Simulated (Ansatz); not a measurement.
Geometry optimisation, RKS PBE0-D4/def2-SVP (Ansatz).

input.yaml

```yaml
crystal:
  periodic: [false, false, false]
  atoms:
    - { symbol: Al, position_ang: [0.0, 0.0, 0.0] }
    - { symbol: "N", position_ang: [0.0, 0.0, 2.27] }
    - { symbol: H, position_ang: [-0.877, -0.2713, 2.8] }
    - { symbol: H, position_ang: [0.877, 0.2713, 2.8] }
    - { symbol: Cl, position_ang: [1.9312, 0.0, -1.115] }
    - { symbol: H, position_ang: [-1.351, 0.0, -0.78] }
    - { symbol: S, position_ang: [0.5384, -2.369, 0.8072] }
    - { symbol: H, position_ang: [-0.3388, -3.2787, 0.2048] }
    - { symbol: H, position_ang: [0.2857, -1.2569, 2.019] }
basis:
  gaussian: { orbitals: def2-SVP }
hamiltonian:
  xc: pbe0
  dispersion: d4
relax:
  f_tol: 0.15
  max_steps: 25
  restrain:
    - { distance: [0, 6], at: 3.46, k: 30.0 }
    - { distance: [8, 1], at: 2.26, k: 30.0 }
    - { distance: [0, 1], at: 1.92, k: 30.0 }
    - { distance: [8, 6], at: 1.4, k: 30.0 }
```

Run as:

```bash
$ ansatz run input.yaml --threads 2 --pin off --max-ram 3072MiB --backend cpu --events-out ev --progress --plain --runs-dir out
```

Task: Where does it end, and by what steps?

Result: It converged. The restraints hold the end off the free minimum. After 8 steps the energy has fallen by 1.226 eV (the restraints' own energy left out); Cl5 moved furthest, 0.94 Å. Parted: Al1–S7 (2.56 → 3.45 Å).

```tsv
step	energy less start (eV)	largest force component (eV/Å)	accepted
0	0.0000	2.585	yes
1	0.7431	2.253	yes
2	0.6628	1.819	yes
3	-0.1977	1.613	yes
4	-0.9445	1.075	yes
5	-1.0700	1.348	yes
6	-1.1545	1.638	yes
7	-1.2195	1.602	yes
8	-1.2256	1.624	yes
```

```xyz
9
Properties=species:S:1:pos:R:3
Al 0.082 0.194 0.128
N 0.042 0.130 1.994
H -0.829 0.155 2.514
H 0.811 0.450 2.575
Cl 1.849 0.875 -0.786
H -1.222 -0.129 -0.691
S 0.617 -3.142 0.837
H -0.713 -3.360 0.731
H 0.429 -2.077 1.703
```

Time of the run: 26 s on 2 threads of Arm Neoverse V1, with other jobs on the host, peak memory 0.2 GiB.
